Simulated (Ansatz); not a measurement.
Reaction (formal hydrolysis of the Si–O bond): hexamethyldisiloxane + H₂O → trimethylsilanol + trimethylsilanol

Computed with Ansatz on PBE0-D4/def2-TZVP structures; ΔE is electronic, products minus reactants. CBS: MP2 limit from def2 TZ/QZ plus the TZ coupled-cluster correction, frozen cores. This one scheme is used for every species. Functionals use def2-TZVPP. One conformer a species, not always the lowest.

`C[Si](C)(C)O[Si](C)(C)C`:

Cartesian coordinates in Å:
```
C -0.578 -0.177 -2.563
Si 0.646 -0.716 -1.258
C 2.196 0.323 -1.374
C 1.059 -2.523 -1.464
O -0.024 -0.535 0.227
Si -0.658 0.459 1.368
C 0.648 1.672 1.930
C -1.206 -0.611 2.793
C -2.116 1.383 0.649
H -0.826 0.883 -2.462
H -0.173 -0.329 -3.568
H -1.508 -0.747 -2.487
H 1.970 1.387 -1.270
H 2.908 0.053 -0.589
H 2.691 0.181 -2.339
H 1.763 -2.850 -0.695
H 0.160 -3.138 -1.379
H 1.511 -2.719 -2.441
H 1.526 1.150 2.320
H 0.265 2.321 2.723
H 0.977 2.313 1.107
H -0.362 -1.169 3.206
H -1.959 -1.334 2.469
H -1.639 -0.010 3.597
H -2.872 0.689 0.273
H -1.810 2.027 -0.179
H -2.589 2.016 1.405
```

H₂O:

Z-matrix (Å, degrees):
```
O
H 1 0.960
H 1 0.960 2 105.1
```

`C[Si](C)(C)O`:

```xyz
15

C     0.921   -1.435    0.480
Si    0.206    0.188   -0.112
C    -1.211   -0.151   -1.284
C    -0.353    1.234    1.324
O     1.375    1.093   -0.866
H     1.278   -2.045   -0.355
H     0.169   -2.023    1.016
H     1.762   -1.269    1.158
H    -0.886   -0.741   -2.146
H    -1.641    0.782   -1.659
H    -2.007   -0.712   -0.786
H    -1.133    0.728    1.898
H    -0.753    2.189    0.976
H     0.481    1.444    1.998
H     1.792    0.718   -1.642
```

`C[Si](C)(C)O`:

```xyz
15

C     0.380   -1.729   -0.071
Si   -0.160    0.053   -0.249
C    -1.018    0.599    1.321
C     1.291    1.154   -0.633
O    -1.176    0.220   -1.550
H    -0.471   -2.388    0.128
H     1.083   -1.844    0.759
H     0.873   -2.082   -0.980
H    -1.889   -0.025    1.539
H    -1.358    1.634    1.241
H    -0.343    0.532    2.180
H     2.033    1.120    0.169
H     0.970    2.191   -0.754
H     1.780    0.843   -1.560
H    -1.994   -0.278   -1.539
```

```tsv
level	ΔE (eV)
r2SCANh-D4	0.24
CAM-B3LYP-D4	0.28
PBE0	0.14
r2SCANh	0.18
```

Question: What does CCSD(T)/CBS give? (Estimate.)

Answer: Computed: +0.29 eV. The listed levels differ from it by -0.05, -0.01, -0.15, -0.11 eV.

Largest T1 diagnostic among the species: 0.010.

From BLYP to BHLYP (50 % exact exchange), in def2-TZVPP and without D4, ΔE moves by +0.10 eV. Leaving LDA and LC-ωPBE aside and taking each functional with its dispersion term where it has one, the values, not all of them listed here, spread over 0.16 eV, from B2PLYP to BHLYP-D4. LDA lies +0.06 eV from PBE without D4. The D4 term adds +0.18 eV with B3LYP and +0.12 eV with PBE0; it sums over pairs of atoms, weighted by their polarisabilities, and B3LYP, whose exchange is more repulsive, gets the larger term.

B3LYP here is the variant with VWN-RPA as its local correlation; programs differ in this.

CCSD(T)/CBS has its own doubt, a few kJ/mol and more with outer-core shells, so smaller differences from it don't rank the levels.
